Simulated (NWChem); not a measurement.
Species: CH3F3Si; SMILES FC(F)(F)[SiH3]

Computed with NWChem. Pople sets run with spherical d functions. Structure relaxed at the PBE-D3(BJ)/def2-SVP level. Isotropic polarisability at PBE0/6-31+G*. A Cauchy series cut after its second term is a line in ω².

| row | ω² (10⁻³ Ha²) | α (bohr³) |
|---|---|---|
| static | 0.00 | 40.25 |
| 1065 nm | 1.83 | 40.56 |
| 589 nm | 5.98 | withheld |
| 400 nm | 12.97 | 42.61 |

**Question.** Fit a straight line of the last column on the one before it, predict the withheld value, and compare with the run.

**Answer.** 
1. Means of the 3 shown rows: x = 4.933, y = 41.140. Slope Σ(x − x̄)(y − ȳ)/Σ(x − x̄)² = 18.00/98.56 = 0.1827; intercept 40.239.
2. The shown rows scatter about the line by 0.010 (root mean square); the largest residual is -0.01, at 1065 nm.
3. At x = 5.98 (589 nm; inside the shown range) the line gives 41.33.
4. The run gives 41.29, -0.04 from the line. The intercept estimates α(0), and the slope, 183 bohr³/Ha², the next Cauchy moment.
